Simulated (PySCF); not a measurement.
**Dipole response of Ba (barium, neutral)**

[Xe] 6s2, closed-shell 1S. All numbers are calculated (PySCF 2.14, scalar relativity by spin-free X2C-1e, in x2c-TZVPPall with one added diffuse shell each of s, p, d type (12s8p7d2f1g, 94 functions)). Coupled (time-dependent) response in atomic units; α is the mean over directions.

| method | mean α (bohr³) | C₆ (like pair) | S(−4) |
| --- | --- | --- | --- |
| UHF | 324.1 | 6889 | 46790 |
| PBE | 265.2 | 5151 | 31360 |
| PBE0 | 277.6 | 5512 | 34140 |
| BHandHLYP | 265.7 | 5181 | 31250 |

S(−4) is the Cauchy moment in α(ω) = α(0) + S(−4) ω² + …

Reference α: 272 ± 10 bohr³ (recommended; Schwerdtfeger and Nagle, table of static dipole polarizabilities (2023 update)). Published C₆: 5540 (Gould and Bucko (2016)).

Hartree-Fock lies above the reference because it lacks correlation, which contracts the outer shell.

α(iu) at BHandHLYP:

```
u (hartree)  α(iu) (bohr³)
          0          265.7
     0.0500          206.0
      0.100          125.8
      0.200          54.14
      0.300          31.24
      0.500          16.24
      0.750          9.848
       1.00          6.802
       1.50          3.882
       2.00          2.546
       3.00          1.374
       5.00         0.6077
```

A single London oscillator, α(iu) = α/(1 + u²/ω²), gives C₆ = (3/4) ω α². Matching the computed C₆ needs ω = 4 × 5181 / (3 × 265.7²) = 0.0979 hartree.

Spin-orbit coupling, which splits the p, d and f shells strongly at this Z, is absent.
